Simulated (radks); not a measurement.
Valence configurations of Cl IV (all share [Ne]). Calculated with a radial shooting solver on a logarithmic mesh with Libxc functionals: scalar-relativistic Kohn-Sham, BLYP, spin-polarised, spherical densities, finite nucleus; open shells are filled with parallel spins first; Fermi nuclear charge, rms radius 3.3654 fm. Order these by energy: 3p4; 3s1 3p3; 3s1.5 3p2.5; 3s0.5 3p3.5; 3s2 3p2.

Answer. From the lowest, in eV above it: 3s2 3p2 0.000; 3s1.5 3p2.5 5.109; 3s1 3p3 9.507; 3s0.5 3p3.5 18.871; 3p4 27.540. NIST lists [Ne] 3s2 3p2 as the ground configuration; this level of theory agrees among the configurations tried. The energies are those of spherical high-spin densities, not of single terms.
